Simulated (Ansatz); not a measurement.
Consider the redistribution: `C[SiH](C)Br` + `NB(F)S` → `C[Si](C)(F)Br` + `NBS`.

Gas-phase electronic energies from Ansatz, PBE0-D4/def2-TZVP geometries. CBS: MP2 limit from def2 TZ/QZ plus the TZ coupled-cluster correction, frozen cores. This one scheme is used for every species. DFT in def2-TZVPP. B3LYP here is the variant with VWN-RPA as its local correlation; programs differ in this. For Br outer-core shells are correlated without core-valence functions, which leaves a few kJ/mol of doubt a bond. Scalar relativity is left out up to krypton. Each species was taken in one conformer, which may not be the lowest.

`C[SiH](C)Br`:

Z-matrix (Å, degrees):
```
C
Si 1 1.860
H 1 1.092 2 110.7
H 1 1.094 2 110.1 3 -119.8
H 1 1.092 2 110.9 3 120.3
C 2 1.860 1 112.7 3 58.1
Br 2 2.239 1 108.3 3 -61.7
H 2 1.485 1 110.7 3 -177.4
H 6 1.094 2 110.1 1 61.8
H 6 1.092 2 110.7 1 -58.1
H 6 1.092 2 110.9 1 -178.4
```

`NB(F)S`:

Cartesian coordinates in Å:
```
N -0.681 0.006 0.979
B 0.110 -0.222 -0.147
F 0.397 -1.481 -0.496
S 0.757 1.160 -1.147
H -0.938 0.920 1.303
H -1.039 -0.753 1.533
H 1.394 0.371 -2.024
```

`C[Si](C)(F)Br`:

Cartesian coordinates in Å:
```
C 1.035 0.711 0.996
Si 0.276 -0.549 -0.123
C -1.287 -0.018 -0.955
F 1.343 -0.932 -1.250
Br -0.115 -2.407 1.037
H 0.348 0.972 1.804
H 1.955 0.326 1.439
H 1.273 1.619 0.436
H -2.057 0.215 -0.216
H -1.664 -0.810 -1.605
H -1.107 0.873 -1.563
```

`NBS`:

Cartesian coordinates in Å:
```
N -0.907 0.608 0.446
B 0.165 -0.230 0.153
S 0.969 -0.142 -1.473
H -1.287 1.285 -0.194
H -1.372 0.584 1.335
H 0.554 -1.006 0.972
H 1.878 -1.098 -1.239
```

Problem. Is it downhill or uphill in electronic energy at CCSD(T)/CBS, and by how much? (Estimate.)

Solution. Ansatz gave: Downhill: ΔE = -29.1 kJ/mol.

Problem. What do these levels give: PBE0, B3LYP, HF/def2-TZVPP, HF/def2-QZVPP, MP2/def2-QZVPP, HF/CBS(def2)? (Estimate.)

Solution. The calculation gave: PBE0 -21.6, B3LYP -24.6, HF/def2-TZVPP -20.9, HF/def2-QZVPP -22.7, MP2/def2-QZVPP -30.7, HF/CBS(def2) -23.0 kJ/mol.

Largest T1 diagnostic among the species: 0.012.

In def2-TZVPP, CCSD(T) changes the Hartree–Fock value by −4.5 kJ/mol (the triples alone add −0.5 kJ/mol) and MP2 by −7.0 kJ/mol.
